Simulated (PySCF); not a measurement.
Se(SeH)(OSiH3) (H4OSe2Si), SMILES O([SiH3])[Se][SeH].

Geometry: PBE0-D3(BJ)/def2-SVP. The structure was generated by enumeration, and PubChem lists no compound with its InChIKey, so it may never have been made. Other conformers were not sampled.

Two levels are set side by side: TDDFT-PBE/def2-SVPD (PySCF) and TDDFT-CAM-B3LYP/def2-SVPD (PySCF). Vertical, same geometry. The lowest singlet is HOMO→LUMO 86 %, HOMO→LUMO+1 14 % with PBE and HOMO→LUMO 75 %, HOMO→LUMO+1 20 % with the other functional; states are paired by order. Differences are taken from unrounded values.

| quantity | TDDFT-CAM-B3LYP | TDDFT-PBE | TDDFT-PBE minus TDDFT-CAM-B3LYP |
|---|---|---|---|
| lowest singlet excitation (eV) | 3.91 | 3.52 | -0.39 |
| lowest triplet excitation (TDA) (eV) | 3.17 | 2.92 | -0.25 |
| first bright state (f over 0.05) (eV) | 6.54 | 5.26 | -1.28 |
| its oscillator strength | 0.26 | 0.10 | -0.16 |

Functionals without exact exchange tend to place singlet excitations lower, as here. Differences between two approximate levels are no errors against the true value.

Rough cost on one machine, each run with all the roots and properties that it gave: TDDFT-CAM-B3LYP against TDDFT-PBE about 7 times.
